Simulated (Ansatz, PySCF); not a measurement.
Gas-phase reaction in SMILES: COC(C)C + H+ → C[OH+]C(C)C
Structures are relaxed separately at B3LYP-D3(BJ)/def2-TZVP in Ansatz (a first-principles code), one conformer each, not searched for the lowest.

Quantity: proton affinity (enthalpy at 298 K, with B3LYP-D3(BJ) rigid-rotor harmonic-oscillator terms from PySCF), positive where the reaction releases energy, in kJ/mol. Cores are frozen in the correlated levels unless marked. No spin-orbit coupling. No relativistic terms. CBS marks a two-point X^-3 extrapolation of the correlation energy; Hartree-Fock from the larger set.

CCSD(T)/CBS(cc-pVTZ,cc-pVQZ) (Ansatz) gives 825.7 kJ/mol.

Task: Another calculation gave 820.0 kJ/mol. Which level was it?
A) BHLYP/def2-TZVPD (Ansatz)
B) SVWN5/def2-TZVPD (Ansatz)
C) CAM-B3LYP/def2-TZVPD (Ansatz)

Result: C, CAM-B3LYP/def2-TZVPD (Ansatz). The others give 831.7 (BHLYP), 791.2 (SVWN5) kJ/mol.
